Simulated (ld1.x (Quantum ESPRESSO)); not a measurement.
# rhenium: one change to an ultrasoft potential, before and after

```
Element                 : rhenium (Re)
Generator               : ld1.x (Quantum ESPRESSO) 7.5
Type                    : ultrasoft
Functional              : PBE
Relativity              : scalar-relativistic
Frozen core             : [Xe] 4f14
Valence charge          : 7
Reference configuration : 5d5 6s1 6p0 (charge +1)
Partial waves           : 6s (bound): rcut 2.05, rcutus 2.45 bohr; 6s channel at 0.1 Ry: rcut 2.05, rcutus 2.45 bohr; 6p (bound, empty): rcut 2.25, rcutus 2.90 bohr; 6p channel at 0.05 Ry: rcut 2.25, rcutus 2.90 bohr; 5d (bound): rcut 2.20, rcutus 2.40 bohr; 5d channel at -0.15 Ry: rcut 2.20, rcutus 2.40 bohr
Local potential         : all-electron potential smoothed inside 2.35 bohr (lloc = -1)
Core correction         : Bessel-smoothed model core inside 2.20 bohr
Augmentation charge     : PSQ, inside the norm-conserving radii
```

Change: waves 5d (bound): rcut 2.20, rcutus 2.88 bohr; 5d channel at -0.15 Ry: rcut 2.20, rcutus 2.88 bohr.

Cutoffs: the cutoffs (Ry, on a coarse ladder) from which the occupation-weighted sum of valence levels, in a spherical-Bessel basis at the reference potential, stays within 10 and 1 mRy of its value at 400 Ry; they do not see the model core or the augmentation charge, which bear on the density cutoff. Errors are all-electron minus pseudo energies relative to the spin-unpolarised reference configuration.

**Question.** Predict the effect on cutoff, ghosts and configuration errors.

**Answer.** The potential gets softer (18 Ry and 30 Ry → 12 Ry and 18 Ry); the number of tests that count goes from 7 to 5 (the test run of the changed file stopped, so its transferability is not established); of the 5 tests that both files solve, the error grows in 2 and shrinks in 2 by more than 15 % and 0.3 meV (median size 2.6 → 2.4 meV); the range in which the d phases agree narrows (upper end at the end of the scan → 0.7); neither file shows a bound ghost at the reference potential, the only one tested. A larger radius leaves more room for a smooth pseudo-wave, so fewer plane waves are needed.

```tsv
quantity	base	changed
cutoff, loose	18 Ry	12 Ry
cutoff, tight	30 Ry	18 Ry
loose cutoff by channel (10 mRy a level)	s 6 Ry, d 15 Ry	s 6 Ry, d 10 Ry
bound ghosts	none	none
tests counted (converged, no solver errors)	7 of 7	5 of 7 (the test run stopped)
error for 5d5 6s2 6p0, meV [ΔE -9.25 eV]	+2.6	-1.0
error for 5d5 6s0 6p0, meV [ΔE 16.32 eV]	-7.7	-14
error for 5d5 6s1 6p1, meV [ΔE -4.46 eV]	+1.9	+1.6
error for 5d4 6s2 6p1, meV [ΔE -4.19 eV]	-61	+2.4
error for 5d5 6s0 6p1, meV [ΔE 5.81 eV]	-1.9	-4.4
s: phases at 3.16 bohr within 0.05 rad from the reference energy up to (Ry; the scan ends near 5)	n/a	n/a
p: phases at 3.16 bohr within 0.05 rad from the reference energy up to (Ry; the scan ends near 5)	1.4	1.4
d: phases at 3.16 bohr within 0.05 rad from the reference energy up to (Ry; the scan ends near 5)	to the end of the scan	0.7
lowest overlap eigenvalue by channel	s 0.44, p 0.54, d 0.77	s 0.44, p 0.54, d 0.17
```

Changed file: Tests not counted: 5d4 6s0 6p0 (solver errors, printed error -114 eV).
